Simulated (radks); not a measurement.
The numbers below are computed, except where a source is named.
All-electron atom: Os+ in [Kr] 4d10 4f14 5s2 5p4 5d6 6s1 6d2 (not the ground configuration). Code: a radial shooting solver on a logarithmic mesh with Libxc functionals. Model: scalar-relativistic Kohn-Sham, PBEsol, spin-unpolarised, spherical densities, finite nucleus; Fermi nuclear charge, rms radius 5.4126 fm.

Normalised radial functions P(r) = r R(r), r in bohr:

r,4f,5p
0.0009116,0.0000,0.0017
0.001266,0.0000,0.0030
0.001743,0.0000,0.0051
0.0024,0.0000,0.0087
0.003332,0.0000,0.0149
0.004588,0.0000,0.0250
0.006319,0.0000,0.0414
0.008771,0.0001,0.0681
0.01208,0.0002,0.1070
0.01663,0.0007,0.1599
0.02291,0.0021,0.2214
0.0318,0.0064,0.2729
0.04379,0.0185,0.2701
0.06031,0.0498,0.1619
0.08372,0.1265,-0.0766
0.1153,0.2816,-0.3319
0.1588,0.5488,-0.3702
0.2204,0.9188,-0.0075
0.3035,1.2509,0.4841
0.418,1.3708,0.5118
0.5803,1.1872,-0.1516
0.7991,0.8133,-0.8975
1.1,0.4301,-1.0843
1.528,0.1619,-0.7046
2.104,0.0418,-0.2688
2.897,0.0064,-0.0557
4.022,0.0004,-0.0050
5.539,0.0000,-0.0002
7.627,0.0000,0.0000
10.59,0.0000,0.0000
14.58,0.0000,0.0000

4f: eigenvalue -80.401 eV, 0 radial nodes, <r> = 0.553 bohr, 90 % of the charge inside 0.900 bohr. 5p: eigenvalue -76.332 eV, 3 radial nodes at r = 0.0764, 0.221, 0.547 bohr, <r> = 1.14 bohr, 90 % of the charge inside 1.65 bohr.
